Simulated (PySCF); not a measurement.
C7H8S.
InChI=1S/C7H8S/c1-2-4-7-5-3-6-8-7/h2-3,5-6H,1,4H2

Torsions of this conformer, `[CH2:1]=[CH:2][CH2:3][c:4]1[cH:5][cH:6][cH:7][s:8]1`: C1–C2–C3–C4 -121°, C2–C3–C4–C5 77°.

The closed-shell ground state was solved at several levels (PySCF, density fitting, gas phase, non-relativistic). Isolated species at its PBE0-D3(BJ)/def2-SVP geometry (one conformer only).

| level | basis functions | HOMO (eV) | LUMO (eV) | gap (eV) | dipole (D) |
| --- | --- | --- | --- | --- | --- |
| wB97X-D/def2-SVPD | 231 | -8.41 | 1.18 | 9.59 | 0.51 |
| PBE0/pcSseg-1 | 183 | -6.63 | -0.48 | 6.15 | 0.45 |

(1) Estimate the row for B3LYP/pcSseg-1, a basis of 183 functions; the other rows only guide the guess.

(2) Over all these levels, which gives the widest orbital gap and which the narrowest?

(3) How far do the dipole and the HOMO energy spread over the levels?

Answers

(1) HOMO -6.39 eV, LUMO -0.65 eV, gap 5.74 eV, dipole 0.38 D.

(2) wB97X-D/def2-SVPD (range-separated hybrid) has the widest, 9.59 eV, and B3LYP/pcSseg-1 (global hybrid, 20 % exact exchange) the narrowest, 5.74 eV. Functional and basis both differ between the two, so the spread mixes both effects.

(3) The dipole runs from 0.38 to 0.51 D (mean 0.45 D) and the HOMO from -8.41 to -6.39 eV.
